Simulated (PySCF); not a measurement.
Geometry:
```csv
atom,x (Å),y (Å),z (Å)
C1,-3.081,1.215,-0.380
C2,-2.009,0.947,0.113
C3,-0.727,0.637,0.744
C4,-0.497,1.575,1.938
C5,-0.657,-0.831,1.176
S6,1.105,-1.184,1.592
O7,1.436,-2.534,1.034
C8,1.654,0.111,0.367
C9,0.437,0.760,-0.264
F10,0.107,0.073,-1.405
H11,-4.029,1.448,-0.828
H12,0.445,1.346,2.460
H13,-0.471,2.624,1.610
H14,-1.317,1.465,2.661
H15,-1.296,-1.068,2.037
H16,-0.870,-1.515,0.342
H17,2.237,-0.450,-0.376
H18,2.305,0.828,0.885
H19,0.610,1.814,-0.540
```

Geometry: PBE0-D3(BJ)/def2-SVP; GIAO shifts from PySCF 2.14, gas phase, non-relativistic, averaged over equivalent atoms.

At PBE0/pcSseg-1 (222 basis functions, 80 s wall time on 1 thread of an Arm Neoverse N1, shared host):
```
      atoms  δ (ppm)
         C9     99.1
         C2     86.6
         C1     79.4
         C5     66.8
         C8     63.2
         C3     44.3
         C4     25.4
         S6    343.3
         O7     84.8
        F10   -180.9
        H19     4.70
        H18     3.30
        H16     3.19
        H15     3.16
        H17     2.76
        H11     2.26
H12/H13/H14     0.89
```

Referencing at the same level of theory: TMS for $^{13}$C (σ = 184.41 ppm), $^{1}$H (σ = 31.27 ppm); $^{33}$S (σ = 495.66 ppm) against CS2; $^{17}$O (σ = 334.56 ppm) against H2O; $^{19}$F (σ = 177.25 ppm) against CFCl3.

Q: Estimate the result of repeating the calculation with B3LYP/pcSseg-1.

A: 
```csv
atoms,δ at B3LYP/pcSseg-1,change
C9,101.2,+2.1
C2,85.9,-0.7
C1,76.7,-2.7
C5,69.4,+2.6
C8,65.8,+2.6
C3,45.9,+1.6
C4,26.3,+0.9
S6,363.5,+20.2
O7,98.7,+13.9
F10,-181.9,-1.0
H19,4.71,+0.01
H18,3.31,+0.01
H16,3.13,-0.06
H15,3.12,-0.04
H17,2.67,-0.09
H11,2.16,-0.10
H12/H13/H14,0.90,+0.01
```

Referencing at the same level of theory: TMS for $^{13}$C (σ = 179.24 ppm) and $^{1}$H (σ = 31.38 ppm); $^{33}$S (σ = 485.41 ppm) against CS2; $^{17}$O (σ = 334.04 ppm) vs H2O; CFCl3 for $^{19}$F (σ = 171.94 ppm).

The largest change is at S6 (sulfoxide sulfur). Cost: 222 basis functions, 77 s wall time on 1 thread of an Arm Neoverse N1, shared host. The order of the carbon signals is the same at both levels.

Unscaled 19F shifts against computed CFCl3 carry errors that often reach 10 to 50 ppm. Experimental scales use liquid or dissolved standards, which lie at an offset from isolated H2O (liquid H2O: subtract about 36 ppm).
